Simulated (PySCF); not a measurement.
# Spin states of ZnB

Unrestricted PBE0; basis Zn x2c-TZVPPall, B x2c-TZVPPall; spin-free X2C with a Gaussian nucleus; PySCF 2.14. Outer shells of the fragments: Zn 3d10 4s2; B 2s2 2p1.

Followed along the bond (rough minima from three points):

```csv
2Ms+1,unpaired,⟨S²⟩ at the start,R at minimum (Å),Te (eV)
2,π ↑,0.80,2.23,0.00
4,"σ ↑↑, π ↑",3.75,2.05,1.37
2,σ ↑,0.76,none in the scan,≤ 0.47
4,"σ ↑, π ↑↑",3.77,none in the scan,≤ 1.14
```

Solutions found at the starting distance of 2.005 Å, counted from the lowest of them; the search is not exhaustive and high or unbound solutions are not listed, so other states can lie among these:

```
2Ms+1   unpaired   term  E (eV)  ⟨S²⟩  ⟨Lz²⟩  μ (D)
    2        π ↑     ²Π    0.00  0.80   1.01  -1.91
    2        σ ↑    ²Σ⁺    0.83  0.76   0.00   0.07
    4  σ ↑, π ↑↑    ⁴Σ⁻    1.04  3.77   0.00  -3.19
    4  σ ↑↑, π ↑     ⁴Π    1.26  3.75   1.00  -0.62
    2  σ ↑, π ↑↓  mixed    1.71  1.78   2.02  -3.22
    2  σ ↓, π ↑↑  mixed    1.87  1.78   0.00  -3.29
    2        σ ↑  mixed    2.55  0.78   2.00  -3.17
    4  σ ↑, π ↑↑  mixed    4.62  3.78   2.01  -0.21
    2        π ↑     ²Π    5.27  0.99   1.01  -4.26
    4  π ↑↑, δ ↑     ⁴Δ    9.60  3.79   4.00  -1.87
    4      π ↑↑↑     ⁴Π    9.66  3.82   1.01  -1.84
```

A term symbol is given only where ⟨S²⟩ and ⟨Lz²⟩ are close to those of a pure state; real π, δ and φ orbitals otherwise mix terms. A positive dipole means Zn(−)B(+).
